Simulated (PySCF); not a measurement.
PySCF input (TPSSh/def2-TZVPD):

```python
from pyscf import gto, scf, dft

mol = gto.M(
    atom='''
    C    -1.55364481    0.18472806    0.20260344
    C    -0.56172745   -0.90153453    0.47540713
    C     0.63354278   -0.01948338    0.28346519
    C    -0.35075671    1.10833889   -0.15840770
    N     1.59255528   -0.45090616   -0.73633612
    H    -2.13461923    0.51483596    1.07201779
    H    -2.26729897   -0.00367737   -0.60641601
    H    -0.66023377   -1.95093463    0.72069776
    H     1.12519854    0.22873018    1.23999417
    H    -0.28278436    2.04227357    0.39805782
    H    -0.26766294    1.30853319   -1.22479499
    H     1.93548781   -1.38069350   -0.51955801
    H     2.39954323    0.16498167   -0.74405393
    ''',
    basis='def2-tzvpd',
    charge=0,
    spin=1,
    verbose=4,
)

mf = dft.UKS(mol, xc='tpssh').density_fit(auxbasis='def2-universal-jkfit')
mf.grids.level = 3
mf.conv_tol = 1e-9
mf.max_cycle = 100
mf.max_memory = 1500
mf.kernel()
if not mf.converged:
    mf = mf.newton()
    mf.kernel(mf.make_rdm1())
for _ in range(2):
    mo, _, stable, _ = mf.stability(return_status=True)
    if stable:
        break
    mf.kernel(mf.make_rdm1(mo, mf.mo_occ))
mf.analyze()
```

Output:

```
PySCF version 2.14.0

[INPUT] verbose = 4
[INPUT] num. atoms = 13
[INPUT] num. electrons = 39
[INPUT] charge = 0
[INPUT] spin (= nelec alpha-beta = 2S) = 1
[INPUT] symmetry False subgroup None
[INPUT] Mole.unit = angstrom
[INPUT] Symbol           X                Y                Z      unit          X                Y                Z       unit  Magmom
[INPUT]  1 C     -1.553644810000   0.184728060000   0.202603440000 AA   -2.935963185752   0.349085440922   0.382865013495 Bohr   0.0
[INPUT]  2 C     -0.561727450000  -0.901534530000   0.475407130000 AA   -1.061511037150  -1.703653353538   0.898389273365 Bohr   0.0
[INPUT]  3 C      0.633542780000  -0.019483380000   0.283465190000 AA    1.197222342396  -0.036818252181   0.535671574948 Bohr   0.0
[INPUT]  4 C     -0.350756710000   1.108338890000  -0.158407700000 AA   -0.662834118253   2.094456955304  -0.299347169022 Bohr   0.0
[INPUT]  5 N      1.592555280000  -0.450906160000  -0.736336120000 AA    3.009493317430  -0.852089150279  -1.391473602425 Bohr   0.0
[INPUT]  6 H     -2.134619230000   0.514835960000   1.072017790000 AA   -4.033845724930   0.972898963478   2.025820023762 Bohr   0.0
[INPUT]  7 H     -2.267298970000  -0.003677370000  -0.606416010000 AA   -4.284574095808  -0.006949222159  -1.145960176452 Bohr   0.0
[INPUT]  8 H     -0.660233770000  -1.950934630000   0.720697760000 AA   -1.247661003489  -3.686732137630   1.361921384988 Bohr   0.0
[INPUT]  9 H      1.125198540000   0.228730180000   1.239994170000 AA    2.126317076360   0.432237396622   2.343249377357 Bohr   0.0
[INPUT] 10 H     -0.282784360000   2.042273570000   0.398057820000 AA   -0.534384992710   3.859337718738   0.752220261541 Bohr   0.0
[INPUT] 11 H     -0.267662940000   1.308533190000  -1.224794990000 AA   -0.505809650296   2.472769354003  -2.314527089839 Bohr   0.0
[INPUT] 12 H      1.935487810000  -1.380693500000  -0.519558010000 AA    3.657541878334  -2.609132576967  -0.981822344724 Bohr   0.0
[INPUT] 13 H      2.399543230000   0.164981670000  -0.744053930000 AA    4.534479528754   0.311770171873  -1.406058149606 Bohr   0.0

nuclear repulsion = 176.134846990521
number of shells = 105
number of NR pGTOs = 348
number of NR cGTOs = 257
basis = def2-tzvpd
ecp = {}

******** <class 'pyscf.df.df_jk.DFUKS'> ********
method = DFUKS
initial guess = minao
damping factor = 0
level_shift factor = 0
DIIS = <class 'pyscf.scf.diis.CDIIS'>
diis_start_cycle = 1
diis_space = 8
diis_damp = 0
SCF conv_tol = 1e-09
SCF conv_tol_grad = None
SCF max_cycles = 100
direct_scf = False
number electrons alpha = 20  beta = 19
XC library pyscf.dft.libxc version 7.1.2
    S. Lehtola, C. Steigemann, M. J. T. Oliveira, and M. A. L. Marques,  SoftwareX 7, 1–5 (2018)
XC functionals = tpssh
    V. N. Staroverov, G. E. Scuseria, J. Tao, and J. P. Perdew,  J. Chem. Phys. 119, 12129 (2003)
radial grids:
    Treutler-Ahlrichs [JCP 102, 346 (1995); DOI:10.1063/1.469408] (M4) radial grids

becke partition: Becke, JCP 88, 2547 (1988); DOI:10.1063/1.454033
pruning grids: <function nwchem_prune>
grids dens level: 3
symmetrized grids: False
atomic radii adjust function: <function treutler_atomic_radii_adjust>
small_rho_cutoff = 0
Set gradient conv threshold to 3.16228e-05
tot grids = 148840
[...]
  beta  nocc = 19  HOMO = -0.221899241411094  LUMO = -0.0603595990537755
  HOMO = -0.183936505803  LUMO = -0.0603595990538  gap/eV = 3.36270
Extra cycle  E= -211.989870974062  delta_E= -7.17e-11  |g|= 8.07e-06  |ddm|= 6.6e-05
converged SCF energy = -211.989870974062  <S^2> = 0.75639794  2S+1 = 2.0063877
uhf_internal: lowest eigs of H = [0.27186798 0.34328314 0.36687278]
<class 'pyscf.df.df_jk.DFUKS'> wavefunction is stable in the internal stability analysis
**** SCF Summaries ****
Total Energy =                        -211.989870974062370
Nuclear Repulsion Energy =             176.134846990520799
One-electron Energy =                 -633.601329837371054
Two-electron Energy =                  245.476611872787885
Two-electron Coulomb Energy =          277.153890925772203
DFT Exchange-Correlation Energy =      -31.677279052984325
HOMO-LUMO gap [eV] =                     3.362698912721241
**** MO energy ****
                             alpha | beta                alpha | beta
MO #1   energy= -14.2285047681821  | -14.2275871324382  occ= 1 | 1
MO #2   energy= -10.1388051184347  | -10.1400158142994  occ= 1 | 1
MO #3   energy= -10.1169031647762  | -10.1112547030907  occ= 1 | 1
MO #4   energy= -10.110041506101   | -10.1043323747662  occ= 1 | 1
MO #5   energy= -10.104536700452   | -10.1016082902486  occ= 1 | 1
MO #6   energy= -0.870886743105139 | -0.866770417035696 occ= 1 | 1
MO #7   energy= -0.798451184108217 | -0.790543623128535 occ= 1 | 1
MO #8   energy= -0.632384322317769 | -0.625799658981841 occ= 1 | 1
MO #9   energy= -0.626621478861536 | -0.615328178950144 occ= 1 | 1
MO #10  energy= -0.513807583076449 | -0.502387113289451 occ= 1 | 1
MO #11  energy= -0.472611617037679 | -0.464363528956506 occ= 1 | 1
MO #12  energy= -0.463993610737113 | -0.458279646359166 occ= 1 | 1
MO #13  energy= -0.457908532193356 | -0.456116307507708 occ= 1 | 1
MO #14  energy= -0.397305917138929 | -0.391766574078694 occ= 1 | 1
MO #15  energy= -0.343381785042849 | -0.337543452788224 occ= 1 | 1
MO #16  energy= -0.337167832580299 | -0.331945842084295 occ= 1 | 1
MO #17  energy= -0.311829530407153 | -0.308130423971911 occ= 1 | 1
MO #18  energy= -0.298753287773124 | -0.295483832108202 occ= 1 | 1
MO #19  energy= -0.225492132217227 | -0.221899241411094 occ= 1 | 1
MO #20  energy= -0.183936505803388 | -0.0603595990537755 occ= 1 | 0
MO #21  energy= 0.00741054818925754 | 0.0113202702820542 occ= 0 | 0
MO #22  energy= 0.0206356450501354 | 0.0230572988811952 occ= 0 | 0
MO #23  energy= 0.0309937919757959 | 0.0338021337601091 occ= 0 | 0
MO #24  energy= 0.0404812461514973 | 0.0428339615483589 occ= 0 | 0
MO #25  energy= 0.0566294901471105 | 0.0600386362636503 occ= 0 | 0
MO #26  energy= 0.0721168888115115 | 0.074339309052767  occ= 0 | 0
MO #27  energy= 0.0765161623883286 | 0.0795028895126998 occ= 0 | 0
MO #28  energy= 0.0922995764784751 | 0.095079494020613  occ= 0 | 0
MO #29  energy= 0.109024848066306  | 0.110534162157268  occ= 0 | 0
MO #30  energy= 0.111203746902869  | 0.114898377549723  occ= 0 | 0
MO #31  energy= 0.125323400511975  | 0.130038317107321  occ= 0 | 0
MO #32  energy= 0.13678544725451   | 0.140813518580769  occ= 0 | 0
MO #33  energy= 0.145401474539911  | 0.150063828058061  occ= 0 | 0
MO #34  energy= 0.150157562741565  | 0.151693708984592  occ= 0 | 0
MO #35  energy= 0.155255419489561  | 0.159018979894631  occ= 0 | 0
MO #36  energy= 0.160730416741375  | 0.170006517627652  occ= 0 | 0
MO #37  energy= 0.171382426934918  | 0.174451621940035  occ= 0 | 0
MO #38  energy= 0.183938363545026  | 0.186549825276932  occ= 0 | 0
MO #39  energy= 0.200087849557024  | 0.203881897515705  occ= 0 | 0
MO #40  energy= 0.203678356281088  | 0.208056271131954  occ= 0 | 0
MO #41  energy= 0.210777495108817  | 0.21541426733523   occ= 0 | 0
MO #42  energy= 0.219230934636283  | 0.222256543569061  occ= 0 | 0
MO #43  energy= 0.226010714857942  | 0.232404103278952  occ= 0 | 0
MO #44  energy= 0.233288506002843  | 0.237264025719505  occ= 0 | 0
MO #45  energy= 0.240156772054435  | 0.247008127486588  occ= 0 | 0
MO #46  energy= 0.248766096103171  | 0.253168697024837  occ= 0 | 0
MO #47  energy= 0.257174368277453  | 0.259794186911425  occ= 0 | 0
MO #48  energy= 0.262882948561242  | 0.265020518321338  occ= 0 | 0
MO #49  energy= 0.264562346711282  | 0.267865538136914  occ= 0 | 0
MO #50  energy= 0.270408898097274  | 0.273478698035194  occ= 0 | 0
MO #51  energy= 0.278875920120199  | 0.282670184694877  occ= 0 | 0
MO #52  energy= 0.285508363391347  | 0.288757330134341  occ= 0 | 0
MO #53  energy= 0.291887055597088  | 0.295352431803829  occ= 0 | 0
MO #54  energy= 0.295970244404313  | 0.299443722996702  occ= 0 | 0
MO #55  energy= 0.302866312603903  | 0.308961712009046  occ= 0 | 0
MO #56  energy= 0.31687493365947   | 0.322384780688995  occ= 0 | 0
MO #57  energy= 0.320004817925864  | 0.325050645326768  occ= 0 | 0
MO #58  energy= 0.333619294164599  | 0.33662158723924   occ= 0 | 0
MO #59  energy= 0.336439023086226  | 0.338569124972891  occ= 0 | 0
MO #60  energy= 0.347275966502312  | 0.351536950846884  occ= 0 | 0
MO #61  energy= 0.356414924438364  | 0.359073161496823  occ= 0 | 0
MO #62  energy= 0.363043684838051  | 0.367108414761535  occ= 0 | 0
MO #63  energy= 0.379506628816379  | 0.383440288595328  occ= 0 | 0
MO #64  energy= 0.3834276369052    | 0.385879212114303  occ= 0 | 0
MO #65  energy= 0.385205033867498  | 0.388657760445047  occ= 0 | 0
MO #66  energy= 0.397900086970608  | 0.402097228481452  occ= 0 | 0
MO #67  energy= 0.401044479636431  | 0.404086860085671  occ= 0 | 0
MO #68  energy= 0.404573715228061  | 0.407762057056184  occ= 0 | 0
MO #69  energy= 0.411175176586717  | 0.41476579101988   occ= 0 | 0
MO #70  energy= 0.413795136190357  | 0.415909447076198  occ= 0 | 0
MO #71  energy= 0.424959011952541  | 0.428826027063065  occ= 0 | 0
MO #72  energy= 0.435366091975265  | 0.439076343366044  occ= 0 | 0
MO #73  energy= 0.439590194139636  | 0.442718820945998  occ= 0 | 0
MO #74  energy= 0.443162847894106  | 0.446296028250349  occ= 0 | 0
MO #75  energy= 0.457261749113823  | 0.459504249951019  occ= 0 | 0
MO #76  energy= 0.465684272723005  | 0.469489937025667  occ= 0 | 0
MO #77  energy= 0.475926591121416  | 0.477894272418259  occ= 0 | 0
MO #78  energy= 0.479081665623242  | 0.483797139052115  occ= 0 | 0
MO #79  energy= 0.48618276699136   | 0.49231571927322   occ= 0 | 0
MO #80  energy= 0.493802595947999  | 0.499263194173765  occ= 0 | 0
MO #81  energy= 0.504896129025231  | 0.508448525744444  occ= 0 | 0
MO #82  energy= 0.519228492387391  | 0.524646703872435  occ= 0 | 0
MO #83  energy= 0.52429717530136   | 0.530002359775709  occ= 0 | 0
MO #84  energy= 0.540617037743241  | 0.545884450941514  occ= 0 | 0
MO #85  energy= 0.548997654171312  | 0.552114547372751  occ= 0 | 0
MO #86  energy= 0.554096871320794  | 0.560163015067899  occ= 0 | 0
MO #87  energy= 0.571434527129675  | 0.574666335619823  occ= 0 | 0
MO #88  energy= 0.588602563012817  | 0.603767269065453  occ= 0 | 0
MO #89  energy= 0.611049780336114  | 0.616219969291703  occ= 0 | 0
MO #90  energy= 0.635124207724636  | 0.639845024539161  occ= 0 | 0
MO #91  energy= 0.636731705208751  | 0.648806298981821  occ= 0 | 0
MO #92  energy= 0.652908984643199  | 0.658238286276337  occ= 0 | 0
MO #93  energy= 0.656961007136416  | 0.664420334968153  occ= 0 | 0
MO #94  energy= 0.664155510842134  | 0.668700334197106  occ= 0 | 0
MO #95  energy= 0.672686980416211  | 0.6819266641523    occ= 0 | 0
MO #96  energy= 0.683978282553621  | 0.689144054476149  occ= 0 | 0
MO #97  energy= 0.690229337251252  | 0.696245664608107  occ= 0 | 0
MO #98  energy= 0.697997689702801  | 0.701159970675248  occ= 0 | 0
MO #99  energy= 0.702802326422726  | 0.707620617013194  occ= 0 | 0
MO #100 energy= 0.70813657586523   | 0.715206278144088  occ= 0 | 0
MO #101 energy= 0.71248757573326   | 0.718000293480449  occ= 0 | 0
MO #102 energy= 0.721012256176632  | 0.726566586428762  occ= 0 | 0
MO #103 energy= 0.734710397228916  | 0.738145962614307  occ= 0 | 0
MO #104 energy= 0.749315878199797  | 0.753745636685993  occ= 0 | 0
[...]
```

It need not be the lowest isomer of its formula.
